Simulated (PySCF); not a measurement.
Al(H)(Me)(Ph), C7H9Al, SMILES [CH3][AlH][c]1ccccc1 (GFN2-xTB optimised geometry):

```
17

Al    -1.781     0.116     0.000
H     -2.343    -1.332    -0.001
C     -3.010     1.679     0.000
H     -2.891     2.320     0.883
H     -4.059     1.358    -0.013
H     -2.873     2.334    -0.870
C      0.208     0.116     0.000
C      0.781    -1.160    -0.001
C      2.153    -1.339    -0.002
C      2.986    -0.232    -0.001
C      2.445     1.044     0.000
C      1.072     1.215     0.001
H      0.116    -2.021    -0.002
H      2.577    -2.334    -0.003
H      4.059    -0.363    -0.002
H      3.100     1.905     0.000
H      0.655     2.216     0.002
```

Method: PBE0/def2-SVP run with PySCF.

Task: What are the frontier orbital energies and the dipole moment?

Result: HOMO-2 -7.71 eV, HOMO-1 -7.30 eV, HOMO -7.26 eV, LUMO -1.30 eV, LUMO+1 0.00 eV; dipole moment 0.75 D.

On the same geometry PBE/def2-SVP (PySCF) gives HOMO-2 -6.36 eV, HOMO-1 -6.32 eV, HOMO -6.25 eV, LUMO -2.05 eV, LUMO+1 -0.95 eV; dipole moment 0.79 D.

Meta-Löwdin charges at PBE0/def2-SVP: Al1 0.66, H2 -0.17, C3 -0.60, H4 0.12, H5 0.12, H6 0.11, C7 -0.26, C8 -0.09, C9 -0.11, C10 -0.10, C11 -0.11, C12 -0.09, H13 0.10, H14 0.11, H15 0.11, H16 0.11, H17 0.10.
